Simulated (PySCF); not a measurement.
Electron correlation in Cu(2+) (copper, charge +2)

[Ar] 3d8 4s1, high-spin 4F determinant (an excited configuration). Calculation: PySCF 2.14, in ANO-RCC-VTZP (6s5p3d2f1g, 59 functions); the spin-free X2C one-electron Hamiltonian (Gaussian nucleus). Frozen: [Ar]; 9 electrons correlated.

MP2 pair energies summed by pair of shells (mhartree):

```json
{"pair": "3d-3d", "energy": "-247.71", "share (%)": "91.9"}
{"pair": "3d-4s", "energy": "-21.96", "share (%)": "8.1"}
```

Total MP2 correlation energy: -269.66 mhartree.

Same-spin part -106.72 and opposite-spin part -162.94 mhartree; SCS-MP2 scales them by 1/3 and 6/5 to -231.11 mhartree.
